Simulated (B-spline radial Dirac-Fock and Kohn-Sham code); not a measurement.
# Sm⁴⁵⁺: scattering cross sections and density moments

System: samarium as Sm⁴⁵⁺, 1s2 2s2 2p6 3s2 3p5.

Input file task.json (cfg lists n, l and occupation; rrms is the nuclear radius in fm):

```json
{"items": [{
  "Z": 62,
  "q": 45,
  "cfg": [[1, 0, 2], [2, 0, 2], [2, 1, 6], [3, 0, 2], [3, 1, 5]],
  "A": 152,
  "rrms": 5.0819,
  "do": ["scatter"],
  "s": [0.0, 0.06, 0.08, 0.09, 0.12, 0.14, 0.18, 0.22, 0.28, 0.35, 0.43, 0.54, 0.67, 0.83, 1.04, 1.29, 1.61, 2.0, 2.49, 3.1, 3.86, 4.8, 5.98],
  "pz": [0, 0.1, 0.14, 0.19, 0.27, 0.37, 0.51, 0.71, 0.99, 1.4, 1.9, 2.6, 3.7, 5.1, 7.0, 9.8, 14.0, 19.0, 26.0, 36.0, 50.0],
  "hv_scatter": [1000, 2000, 5000, 10000, 17479.3, 100000, 500000, 1000000]
}]}
```

Launch: `python xray_run.py task.json out`

Model: relativistic Hartree-Fock (Dirac-Fock) wave functions, averaged over the configuration. Program: a radial atomic solver.

| Quantity | Value |
| --- | --- |
| Sum of ⟨r⟩ | 2.350 bohr |
| Sum of ⟨r²⟩ | 0.5009 bohr² |
| Sum of ⟨1/r⟩ | 306.58 per bohr |
| Langevin diamagnetic susceptibility | -0.397 × 10⁻⁶ cm³/mol |
| Lamb shielding (α²/3)Σ⟨1/r⟩ | 5442 ppm |

Coherent scattering is the Thomson cross section weighted by f₀², without anomalous dispersion; incoherent scattering is Klein-Nishina weighted by S. The Lamb formula is the non-relativistic shielding expression. Electron correlation is left out. A dash stands where the photon energy is too low for the impulse approximation behind that column.

```
hν (keV)  coherent (b)  incoherent (b)  incoherent per electron (b)
       1         192.0               –                            –
       2         191.2               –                            –
       5         185.7               –                            –
      10         168.3               –                            –
 17.4793         133.8           1.830                        0.108
     100         18.68           5.884                        0.346
     500         1.122           4.671                        0.275
    1000        0.2939           3.519                        0.207
```

Incoherent scattering overtakes coherent scattering between 100 and 500 keV.

Values without a named source are computed, but for edge energies of neutral atoms, which are taken from tables.
